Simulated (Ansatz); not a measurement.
Born–Oppenheimer molecular dynamics of AlClH₄N₂ (8 atoms, charge 0, multiplicity 1). It starts from a relaxed structure.

Level of theory: RKS PBE/STO-3G in Ansatz 0.2.0.

```
ensemble        : NVT, Langevin thermostat
time step       : 1 fs
steps asked     : 166
set temperature : 3000 K
friction        : 0.01 /fs
seed            : 105321
```

Frames 5 fs apart, positions in Å.

Velocities at 50 fs (Å/ps):

```
Al -5.42 -11.72 2.06
Cl 9.87 4.98 -8.68
N -4.32 -21.16 -12.97
H 25.93 17.13 -47.50
H -38.67 10.35 3.45
N 8.16 -30.34 22.25
H -17.83 19.35 -16.35
H -49.45 26.07 -3.05
```

```xyz
8
Properties=species:S:1:pos:R:3 time_fs=50 energy_less_start_eV=1.047 T=2519
Al -0.225 -0.146 -0.149
Cl 0.366 0.501 1.915
N 1.183 -0.534 -0.933
H 1.415 -1.235 -1.705
H 2.134 -0.467 -0.304
N -1.932 -0.627 -0.568
H -2.598 -0.144 -0.036
H -2.127 -1.607 -0.166
8
Properties=species:S:1:pos:R:3 time_fs=55 energy_less_start_eV=1.354 T=2310
Al -0.259 -0.205 -0.138
Cl 0.430 0.514 1.859
N 1.174 -0.670 -0.988
H 1.478 -1.107 -1.829
H 1.881 -0.469 -0.338
N -1.871 -0.749 -0.463
H -2.681 0.028 -0.038
H -2.313 -1.696 -0.135
8
Properties=species:S:1:pos:R:3 time_fs=60 energy_less_start_eV=1.258 T=2392
Al -0.264 -0.249 -0.126
Cl 0.500 0.536 1.796
N 1.131 -0.791 -1.013
H 1.514 -0.960 -2.008
H 1.932 -0.522 -0.258
N -1.861 -0.823 -0.346
H -2.540 -0.146 -0.209
H -2.327 -1.708 -0.130
8
Properties=species:S:1:pos:R:3 time_fs=65 energy_less_start_eV=0.823 T=2366
Al -0.253 -0.298 -0.079
Cl 0.568 0.554 1.726
N 1.073 -0.891 -0.996
H 1.358 -0.773 -1.985
H 1.945 -0.640 -0.521
N -1.871 -0.861 -0.241
H -2.702 -0.157 -0.310
H -2.245 -1.892 -0.131
8
Properties=species:S:1:pos:R:3 time_fs=70 energy_less_start_eV=0.818 T=2877
Al -0.243 -0.370 -0.007
Cl 0.626 0.569 1.644
N 1.059 -1.006 -0.977
H 1.034 -0.809 -2.041
H 2.080 -0.727 -0.641
N -1.901 -0.874 -0.167
H -2.767 -0.269 -0.422
H -2.152 -1.801 -0.117
8
Properties=species:S:1:pos:R:3 time_fs=75 energy_less_start_eV=1.078 T=2654
Al -0.222 -0.453 0.086
Cl 0.662 0.597 1.579
N 1.069 -1.130 -0.979
H 0.729 -0.988 -1.958
H 2.047 -0.887 -0.792
N -1.941 -0.888 -0.104
H -2.756 -0.420 -0.497
H -2.224 -2.017 -0.086
8
Properties=species:S:1:pos:R:3 time_fs=80 energy_less_start_eV=1.451 T=2328
Al -0.210 -0.548 0.154
Cl 0.680 0.635 1.538
N 1.051 -1.250 -0.956
H 0.653 -1.230 -1.954
H 2.139 -0.914 -1.031
N -1.996 -0.955 -0.024
H -2.779 -0.408 -0.643
H -2.267 -1.857 -0.113
8
Properties=species:S:1:pos:R:3 time_fs=85 energy_less_start_eV=1.221 T=2748
Al -0.203 -0.661 0.192
Cl 0.705 0.676 1.505
N 1.039 -1.379 -0.943
H 0.756 -1.537 -1.943
H 1.924 -0.920 -1.229
N -2.010 -0.995 0.041
H -2.560 -0.382 -0.489
H -2.332 -2.089 -0.202
8
Properties=species:S:1:pos:R:3 time_fs=90 energy_less_start_eV=0.914 T=2960
Al -0.200 -0.781 0.203
Cl 0.731 0.719 1.462
N 1.010 -1.502 -0.959
H 0.661 -1.952 -1.891
H 1.853 -0.735 -1.144
N -1.999 -1.094 0.133
H -2.526 -0.336 -0.465
H -2.188 -1.974 -0.340
8
Properties=species:S:1:pos:R:3 time_fs=95 energy_less_start_eV=1.094 T=2510
Al -0.197 -0.886 0.209
Cl 0.743 0.734 1.411
N 0.972 -1.630 -0.981
H 0.704 -2.178 -1.799
H 1.512 -0.759 -1.141
N -1.969 -1.189 0.209
H -2.453 -0.416 -0.405
H -2.054 -2.018 -0.553
8
Properties=species:S:1:pos:R:3 time_fs=100 energy_less_start_eV=1.072 T=2517
Al -0.183 -0.965 0.213
Cl 0.744 0.713 1.358
N 0.926 -1.762 -0.951
H 0.770 -2.340 -1.879
H 1.460 -0.921 -1.337
N -1.941 -1.313 0.281
H -2.375 -0.514 -0.258
H -1.904 -1.958 -0.546
8
Properties=species:S:1:pos:R:3 time_fs=105 energy_less_start_eV=1.197 T=3220
Al -0.182 -1.027 0.218
Cl 0.728 0.664 1.316
N 0.907 -1.925 -0.911
H 0.631 -2.375 -1.754
H 1.601 -1.189 -1.387
N -1.923 -1.441 0.349
H -2.347 -0.446 -0.034
H -1.814 -2.102 -0.578
```

Of the whole run (166 fs, mean temperature of the second half 2706 K): A run of 0.17 ps of so small a system gives no equilibrium averages. Limits of this set-up: minimal basis.

The run took 3.6 min on 1 thread of Arm Neoverse V2, on a shared host, peak memory 0.081 GiB.
